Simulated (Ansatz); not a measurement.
C$_{2}$H$_{6}$S$_{2}$Sn, SMILES `C[S][Sn][S]C`. The species carries charge 0 and has multiplicity 1. Sn takes the def2 core potential.

```json
{"atom": "C1", "x (Å)": "0.051", "y (Å)": "1.021", "z (Å)": "1.312"}
{"atom": "S2", "x (Å)": "1.763", "y (Å)": "1.140", "z (Å)": "0.719"}
{"atom": "Sn3", "x (Å)": "2.483", "y (Å)": "-1.037", "z (Å)": "-0.093"}
{"atom": "S4", "x (Å)": "0.380", "y (Å)": "-2.035", "z (Å)": "-0.799"}
{"atom": "C5", "x (Å)": "-0.773", "y (Å)": "-0.720", "z (Å)": "-1.285"}
{"atom": "H6", "x (Å)": "-0.267", "y (Å)": "-0.017", "z (Å)": "1.397"}
{"atom": "H7", "x (Å)": "-0.622", "y (Å)": "1.557", "z (Å)": "0.644"}
{"atom": "H8", "x (Å)": "0.019", "y (Å)": "1.486", "z (Å)": "2.297"}
{"atom": "H9", "x (Å)": "-1.188", "y (Å)": "-0.998", "z (Å)": "-2.254"}
{"atom": "H10", "x (Å)": "-1.582", "y (Å)": "-0.636", "z (Å)": "-0.562"}
{"atom": "H11", "x (Å)": "-0.264", "y (Å)": "0.239", "z (Å)": "-1.377"}
```

Question: What are the harmonic wavenumbers in cm⁻¹ at PBE0-D4/def2-TZVP (Ansatz, finite differences of forces, unscaled)? (Estimate.)

Answer: Computed: 67, 73, 138, 150, 156, 207, 227, 324, 327, 725, 726, 959, 965, 968, 972, 1340, 1342, 1461, 1462, 1473, 1484, 3063, 3066, 3154, 3156, 3161, 3164.

Question: Is this a minimum?

Answer: Yes, all 27 modes are real.

Question: Give the ideal-gas thermochemistry at 298.15 K and 1 bar (rigid rotor, harmonic oscillator; point group C2, symmetry number 2).

Answer: Zero-point energy 205.2 kJ/mol; H(298) − E = 230.3 kJ/mol; entropy 392.9 J/(mol·K), of which translation 175.7, rotation 116.7, vibration 100.5; G(298) − E = 113.2 kJ/mol. Modes under 100 cm⁻¹ are hindered rotations or soft bends, so the harmonic entropy is rough.

Question: Rotational constants (cm⁻¹)?

Answer: 0.05734, 0.05372, 0.0296.
